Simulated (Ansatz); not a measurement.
Species: trichloro(fluoro)silane, sum formula SiCl₃F (charge 0, singlet). SMILES: F[Si](Cl)(Cl)Cl
Geometry from a B3LYP-D3(BJ)/def2-TZVP (Ansatz, a program for electronic structure) optimisation:
```xyz
5

F     -0.0314     0.1450     1.8211
Si    -0.0042     0.0195     0.2456
Cl     1.8899    -0.4127    -0.3259
Cl    -0.6010     1.7864    -0.5439
Cl    -1.2687    -1.4665    -0.2965
```
Charge 0, spin multiplicity 1.

Wanted: atomisation energy (electronic, to ground-state atoms), in kcal/mol. Correlated levels leave the core frozen unless marked. UHF or UKS for open shells. Spin-orbit coupling is left out. No relativistic terms. The coupled-cluster limit lacks core correlation, which all-electron functionals hold. Basis-set limits of correlation are two-point, X^-3; Hartree-Fock from the larger set (for Q and 5 zeta extrapolated as (X+1)exp(-9√X)).

| level | program | atomisation energy (kcal/mol) |
|---|---|---|
| r2SCANh/def2-TZVPD | Ansatz | 430.2 |

**Question.** Estimate the value at CCSD(T)/CBS(cc-pV(Q+d)Z,cc-pV(5+d)Z) as computed with Ansatz.

**Answer.** 436.7 kcal/mol, so r2SCANh/def2-TZVPD differs from it by -6.5 kcal/mol.
